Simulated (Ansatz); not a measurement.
Born–Oppenheimer molecular dynamics of CH₅FOSi (9 atoms, charge 0, multiplicity 1). It starts from a relaxed structure.

Level of theory: RKS BLYP/def2-SVP in Ansatz.

```json
{
  "ensemble": "NVE (velocity Verlet)",
  "time step": "0.5 fs",
  "steps asked": "100",
  "starting velocities drawn for": "400 K",
  "masses": "H 10 u",
  "seed": "835728"
}
```

First frame:

```xyz
9
Properties=species:S:1:pos:R:3
Si -0.002 -0.060 0.108
H -0.385 0.378 1.478
O 1.595 -0.518 0.202
C 2.334 -1.185 -0.824
H 1.738 -1.986 -1.318
H 2.675 -0.470 -1.605
H 3.229 -1.652 -0.365
F -0.194 1.210 -0.914
H -0.842 -1.173 -0.438
```

**Question.** How far do the bonds stretch over the last three quarters of this one trajectory? (Pairs bonded in most of those frames.)

**Answer.** 
```csv
bond,mean (Å),spread (Å),shortest,longest
Si1–H2,1.491,0.012,1.47,1.51
Si1–O3,1.671,0.032,1.63,1.72
Si1–F8,1.648,0.012,1.63,1.67
Si1–H9,1.509,0.024,1.47,1.54
O3–C4,1.431,0.029,1.39,1.48
C4–H5,1.140,0.050,1.06,1.22
C4–H6,1.112,0.014,1.09,1.13
C4–H7,1.109,0.018,1.09,1.14
```

Mean temperature of the second half: 209 K. The conserved energy stayed within 0.056 meV per atom of its start (net change 0.028 meV per atom), so the integration is sound. A run of 0.05 ps of so small a system gives no equilibrium averages.

The run took 96 s on 1 thread of AMD EPYC 9R45 96-Core Processor (Zen 5), on a shared host, peak memory 0.13 GiB.
